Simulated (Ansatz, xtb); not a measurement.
# FGeH4Si: where a starting geometry ends

The starting geometry of this gas-phase doublet has its atoms placed at random.

```yaml
atoms:
  - { symbol: F, position_ang: [-0.5012, 1.6730, 0.1908] }
  - { symbol: Ge, position_ang: [-0.2012, -0.1146, -1.2167] }
  - { symbol: Si, position_ang: [0.7096, -0.8683, 1.0395] }
  - { symbol: H, position_ang: [-0.9043, -0.9244, 1.7270] }
  - { symbol: H, position_ang: [-1.7161, -1.2272, -0.2776] }
  - { symbol: H, position_ang: [0.4485, 0.6922, -0.3776] }
  - { symbol: H, position_ang: [-0.7619, -1.8014, 1.1548] }
```

**Question.** Guess where an optimisation with r2SCAN-D4/def2-SVP ends from this start.

**Answer.** It falls apart into FGeH2Si + H2. Contacts that open: Ge2–H6 (1.33 → 3.23 Å), Si3–H4 (1.76 → 4.61 Å), Si3–H7 (1.75 → 4.13 Å). Contacts that close: F1–Ge2 (2.29 → 1.77 Å), Si3–H5 (2.78 → 1.62 Å), Si3–H6 (2.12 → 1.52 Å), H4–H7 (1.06 → 0.76 Å).

The energy falls by 6.12 eV over 33 steps:

```csv
step,E − E(last) (eV)
1,6.125
5,2.323
8,1.386
12,1.079
15,0.453
19,0.145
22,0.096
26,0.038
29,0.006
33,0.000
```

Final geometry (Å):

```yaml
atoms:
  - { symbol: F, position_ang: [-1.1528, 1.0334, 0.0421] }
  - { symbol: Ge, position_ang: [-0.8883, 0.1694, -1.4813] }
  - { symbol: Si, position_ang: [1.2687, -0.7362, -0.8556] }
  - { symbol: H, position_ang: [-1.8286, -0.7889, 2.5572] }
  - { symbol: H, position_ang: [-0.1464, -1.5008, -0.6620] }
  - { symbol: H, position_ang: [1.4836, -0.4670, 0.6217] }
  - { symbol: H, position_ang: [-1.6627, -0.2807, 2.0180] }
```

From the same start GFN2-xTB ends elsewhere, in pieces: FGeH2Si + H2.

From so rough a start the end depends on the optimiser's path, so another program may land elsewhere. The end wasn't checked by frequencies. Open shells are spin-unrestricted. Run with Ansatz 0.2.0, 2.4 min on 1 thread of Intel(R) Xeon(R) 6975P-C (Granite Rapids) (shared host).
